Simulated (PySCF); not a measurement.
aziridine (C2H5N), singlet, geometry from GFN2-xTB; DF-M062X/6-311++G** run with PySCF.

Here is a job for PySCF.
```python
from pyscf import gto, scf, dft
import numpy

mol = gto.M(
    atom='''
C    -0.04252334   -0.38733500    0.73947652
N    -0.01011255    0.85146718   -0.00126732
C    -0.05037456   -0.38962699   -0.73777732
H     0.89670534    1.30833644   -0.00679566
H    -0.96703575   -0.57186181    1.26898429
H    -0.98045991   -0.57578070   -1.25685328
H     0.84619301   -0.72763722    1.25923727
H     0.83277259   -0.73155502   -1.26589656
''',
    basis='6-311++g**',
    verbose=4,
)
print('smallest overlap eigenvalue', numpy.linalg.eigvalsh(mol.intor('int1e_ovlp'))[0])

mf = dft.RKS(mol)
mf.xc = 'm062x'
mf = mf.density_fit(auxbasis='def2-universal-jkfit')
mf = scf.addons.remove_linear_dep_(mf, threshold=1e-3, lindep=1e-3)
mf.kernel()
mf.analyze()
```

What the program printed (banner, timings and long lists left out):

```
PySCF version 2.14.0

[INPUT] verbose = 4
[INPUT] num. atoms = 8
[INPUT] num. electrons = 24
[INPUT] charge = 0
[INPUT] spin (= nelec alpha-beta = 2S) = 0
[INPUT] symmetry False subgroup None
[INPUT] Mole.unit = angstrom
[INPUT] Symbol           X                Y                Z      unit          X                Y                Z       unit  Magmom
[...]
nuclear repulsion = 76.843265546002
number of shells = 55
number of NR pGTOs = 150
number of NR cGTOs = 101
basis = 6-311++g**
ecp = {}
input.py:23: DeprecationWarning: remove_linear_dep_ is deprecated and will be removed in a future release. Linear dependency handling is now built into the SCF procedure by default. Linear dependency removal can be controlled using the following settings:
  pyscf.scf.hf.remove_overlap_zero_eigenvalue = True
  pyscf.scf.hf.overlap_zero_eigenvalue_threshold = 1e-6

  mf = scf.addons.remove_linear_dep_(mf, threshold=1e-3, lindep=1e-3)
smallest overlap eigenvalue 7.211483584662882e-05
Applying remove_linear_dep_ on SCF object.
Using canonical orthogonalization with threshold 0.001

******** <class 'pyscf.df.df_jk.DFRKS'> ********
method = DFRKS
initial guess = minao
damping factor = 0
level_shift factor = 0
DIIS = <class 'pyscf.scf.diis.CDIIS'>
diis_start_cycle = 1
diis_space = 8
diis_damp = 0
SCF conv_tol = 1e-09
SCF conv_tol_grad = None
SCF max_cycles = 50
direct_scf = False
XC library pyscf.dft.libxc version 7.1.2
    S. Lehtola, C. Steigemann, M. J. T. Oliveira, and M. A. L. Marques,  SoftwareX 7, 1–5 (2018)
XC functionals = m062x
    Y. Zhao and D. G. Truhlar,  Theor. Chem. Acc. 120, 215 (2008)
    Y. Zhao and D. G. Truhlar,  Theor. Chem. Acc. 120, 215 (2008)
radial grids:
    Treutler-Ahlrichs [JCP 102, 346 (1995); DOI:10.1063/1.469408] (M4) radial grids

becke partition: Becke, JCP 88, 2547 (1988); DOI:10.1063/1.454033
pruning grids: <function nwchem_prune>
grids dens level: 3
symmetrized grids: False
atomic radii adjust function: <function treutler_atomic_radii_adjust>
small_rho_cutoff = 0
Set gradient conv threshold to 3.16228e-05
Initial guess from minao.
tot grids = 91184
******** <class 'pyscf.df.df.DF'> ********
auxbasis = def2-universal-jkfit
init E= -134.393480568888
[...]
cycle= 1 E= -133.881333524814  delta_E= 0.512  |g|= 0.247  |ddm|= 2.16
[...]
cycle= 2 E= -133.889936872147  delta_E= -0.0086  |g|= 0.184  |ddm|= 0.429
[...]
cycle= 3 E= -133.896331432971  delta_E= -0.00639  |g|= 0.0596  |ddm|= 0.167
[...]
cycle= 4 E= -133.897015263208  delta_E= -0.000684  |g|= 0.00892  |ddm|= 0.0379
[...]
cycle= 5 E= -133.897032059544  delta_E= -1.68e-05  |g|= 0.00338  |ddm|= 0.0108
[...]
cycle= 6 E= -133.897034717161  delta_E= -2.66e-06  |g|= 0.000774  |ddm|= 0.00263
[...]
cycle= 7 E= -133.897034870148  delta_E= -1.53e-07  |g|= 0.000145  |ddm|= 0.000597
[...]
cycle= 8 E= -133.897034872916  delta_E= -2.77e-09  |g|= 0.000164  |ddm|= 0.000308
[...]
cycle= 9 E= -133.897034872403  delta_E= 5.13e-10  |g|= 0.000168  |ddm|= 3.88e-05
[...]
cycle= 10 E= -133.897034870637  delta_E= 1.77e-09  |g|= 0.000177  |ddm|= 0.000103
[...]
cycle= 11 E= -133.89703486545  delta_E= 5.19e-09  |g|= 0.000208  |ddm|= 0.000153
[...]
cycle= 12 E= -133.897034864287  delta_E= 1.16e-09  |g|= 0.000232  |ddm|= 5.81e-05
[...]
cycle= 13 E= -133.897034869058  delta_E= -4.77e-09  |g|= 0.000184  |ddm|= 0.000129
[...]
cycle= 14 E= -133.897034868404  delta_E= 6.54e-10  |g|= 0.000187  |ddm|= 0.000132
[...]
cycle= 15 E= -133.897034873617  delta_E= -5.21e-09  |g|= 0.00012  |ddm|= 0.000124
[...]
cycle= 16 E= -133.897034870648  delta_E= 2.97e-09  |g|= 0.000161  |ddm|= 0.000104
[...]
cycle= 17 E= -133.89703486886  delta_E= 1.79e-09  |g|= 0.000171  |ddm|= 7.9e-05
[...]
cycle= 18 E= -133.897034871787  delta_E= -2.93e-09  |g|= 0.000175  |ddm|= 0.000199
[...]
cycle= 19 E= -133.897034872044  delta_E= -2.57e-10  |g|= 0.000174  |ddm|= 2.68e-05
[...]
cycle= 20 E= -133.897034868968  delta_E= 3.08e-09  |g|= 0.000199  |ddm|= 0.000123
[...]
cycle= 21 E= -133.89703486846  delta_E= 5.07e-10  |g|= 0.000194  |ddm|= 5.3e-05
[...]
cycle= 22 E= -133.897034871696  delta_E= -3.24e-09  |g|= 0.000135  |ddm|= 0.000201
[...]
cycle= 23 E= -133.897034873078  delta_E= -1.38e-09  |g|= 0.000124  |ddm|= 0.00012
[...]
cycle= 24 E= -133.897034873712  delta_E= -6.34e-10  |g|= 0.000112  |ddm|= 8.78e-05
[...]
cycle= 25 E= -133.897034873473  delta_E= 2.4e-10  |g|= 0.000101  |ddm|= 4.72e-05
[...]
cycle= 26 E= -133.897034873091  delta_E= 3.82e-10  |g|= 0.000118  |ddm|= 5.21e-05
[...]
cycle= 27 E= -133.897034872374  delta_E= 7.17e-10  |g|= 0.000153  |ddm|= 0.000147
[...]
cycle= 28 E= -133.897034873112  delta_E= -7.37e-10  |g|= 0.000146  |ddm|= 9.39e-05
[...]
cycle= 29 E= -133.897034872831  delta_E= 2.81e-10  |g|= 0.000152  |ddm|= 1.79e-05
[...]
cycle= 30 E= -133.897034874033  delta_E= -1.2e-09  |g|= 0.00013  |ddm|= 0.000166
[...]
cycle= 31 E= -133.897034870222  delta_E= 3.81e-09  |g|= 0.000187  |ddm|= 0.000155
[...]
cycle= 32 E= -133.897034870941  delta_E= -7.19e-10  |g|= 0.000182  |ddm|= 5.78e-05
[...]
cycle= 33 E= -133.897034870147  delta_E= 7.94e-10  |g|= 0.000189  |ddm|= 3.07e-05
[...]
cycle= 34 E= -133.897034873927  delta_E= -3.78e-09  |g|= 0.000138  |ddm|= 0.000123
[...]
cycle= 35 E= -133.89703487135  delta_E= 2.58e-09  |g|= 0.00018  |ddm|= 0.000154
[...]
cycle= 36 E= -133.897034871393  delta_E= -4.34e-11  |g|= 0.000177  |ddm|= 5.79e-05
[...]
cycle= 37 E= -133.897034873129  delta_E= -1.74e-09  |g|= 0.000153  |ddm|= 0.000202
[...]
cycle= 38 E= -133.897034872948  delta_E= 1.8e-10  |g|= 0.000157  |ddm|= 4.58e-05
[...]
cycle= 39 E= -133.897034868578  delta_E= 4.37e-09  |g|= 0.000202  |ddm|= 0.000179
[...]
cycle= 40 E= -133.897034871537  delta_E= -2.96e-09  |g|= 0.000182  |ddm|= 0.000188
[...]
cycle= 41 E= -133.897034873834  delta_E= -2.3e-09  |g|= 0.000134  |ddm|= 0.000136
[...]
cycle= 42 E= -133.897034872313  delta_E= 1.52e-09  |g|= 0.000129  |ddm|= 0.000152
[...]
cycle= 43 E= -133.89703487225  delta_E= 6.33e-11  |g|= 0.000132  |ddm|= 2.22e-05
[...]
cycle= 44 E= -133.897034872913  delta_E= -6.63e-10  |g|= 0.000133  |ddm|= 0.000123
[...]
cycle= 45 E= -133.89703487208  delta_E= 8.33e-10  |g|= 0.000149  |ddm|= 0.000113
[...]
cycle= 46 E= -133.897034872702  delta_E= -6.21e-10  |g|= 0.000138  |ddm|= 0.000103
[...]
cycle= 47 E= -133.897034874289  delta_E= -1.59e-09  |g|= 0.000128  |ddm|= 0.000104
[...]
cycle= 48 E= -133.897034869723  delta_E= 4.57e-09  |g|= 0.000175  |ddm|= 0.000273
[...]
cycle= 49 E= -133.897034871427  delta_E= -1.7e-09  |g|= 0.000134  |ddm|= 0.000179
[...]
cycle= 50 E= -133.897034869913  delta_E= 1.51e-09  |g|= 0.000142  |ddm|= 8.92e-05
SCF not converged.
SCF energy = -133.897034869913
**** SCF Summaries ****
Total Energy =                        -133.897034869913284
Nuclear Repulsion Energy =              76.843265546002002
One-electron Energy =                 -331.473936144812853
Two-electron Energy =                  120.733635728897582
Two-electron Coulomb Energy =          140.330796649947217
DFT Exchange-Correlation Energy =      -19.597160921049635
HOMO-LUMO gap [eV] =                     8.511760974341744
**** MO energy ****
[...]
 ** Mulliken pop on meta-lowdin orthogonal AOs  **
 ** Mulliken pop  **
 ** Mulliken atomic charges  **
charge of    0C =     -0.14557
charge of    1N =     -0.39177
charge of    2C =     -0.14553
charge of    3H =      0.22006
charge of    4H =      0.12295
charge of    5H =      0.12294
charge of    6H =      0.10847
charge of    7H =      0.10846
Dipole moment(X, Y, Z, Debye):  1.39294, -1.12396, -0.00575
```

The run did not converge; its last values are not results.
